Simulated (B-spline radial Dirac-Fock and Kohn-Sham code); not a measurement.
Z = 57 (lanthanum), transition energy 193 keV. Level of theory: a Dirac-Hartree-Slater potential of the neutral atom with a Latter tail (no hole, which puts coefficients of high multipoles low close above an edge), finite nucleus with surface currents; a radial B-spline solver. Subshells that would emit electrons below 1 keV are left out.

**Question.** A pure transition shows α(K) = 0.0331, L1/L2 = 10.1 and L1/L3 = 8.00. What is its multipolarity?
A. E2
B. E1
C. M4
D. M1
E. M3
F. M2
G. E4
H. E3

**Answer.** B. For comparison, α(K), L1/L2, L1/L3 are E2 0.153, 1.33, 1.46; E3 0.610, 0.303, 0.397; E4 2.36, 0.111, 0.158; M1 0.148, 14.7, 69.1; M2 0.826, 8.86, 11.6; M3 3.86, 5.84, 2.95; M4 17.8, 4.26, 1.31.

Values without a named source are computed, but for edge energies of neutral atoms, which are taken from tables.
